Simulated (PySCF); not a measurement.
Computed shifts of a molecule C₅H₇FO, KT2/pcSseg-1 (PySCF), GIAO, gas phase, equivalent atoms averaged, in ppm (number of nuclei): ¹³C: 152.5 (1), 130.7 (1), 82.5 (1), 41.5 (1), 22.1 (1). ¹⁹F: -221.3 (1). ¹H: 6.57 (1), 5.07 (1), 4.59 (1), 3.91 (1), 1.52 (3). References: ¹³C against TMS (σ = 185.1 ppm); ¹⁷O against H2O (σ = 330.4 ppm); ¹⁹F against CFCl3 (σ = 127.1 ppm); ¹H against TMS (σ = 31.47 ppm), references at their B3LYP-D3(BJ)/def2-TZVP geometries, non-relativistic. The structure is a stationary point at B3LYP-D3(BJ)/def2-SVP. The values are those of a single conformer.

**Question.** Which molecule gave these data?
(A) C=C1C[C@@](C)(F)O1
(B) CO/C=C/C=C\F
(C) C[C@H]1CO/C1=C\F
(D) O=CCC/C=C/F

**Answer.** C, C[C@H]1CO/C1=C\F
